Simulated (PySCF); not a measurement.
Computed shifts of a molecule C₄H₈OSi, KT2/pcSseg-1 in PySCF, GIAO, gas phase, equivalent atoms averaged, in ppm (number of nuclei): ¹³C: 163.6 (1), 105.2 (1), 84.6 (1), 19.9 (1). ²⁹Si: -66.4 (1). ¹H: 5.92 (1), 5.87 (1), 4.21 (3), 2.27 (3). References: ¹³C against TMS (σ = 185.1 ppm); ²⁹Si against TMS (σ = 361.9 ppm); ¹⁷O against H2O (σ = 330.4 ppm); ¹H against TMS (σ = 31.47 ppm), references at their B3LYP-D3(BJ)/def2-TZVP geometries, non-relativistic. Geometry optimised at B3LYP-D3(BJ)/def2-SVP. The values are those of a single conformer.

### Question
Identify the compound among the candidates.
A) C[Si@@H]1C=CCO1
B) CC1=C[C@H]([SiH3])O1
C) C=C[C@@H]1OC[SiH2]1
D) O=C1CC[C@@H]1[SiH3]

### Answer
B, CC1=C[C@H]([SiH3])O1
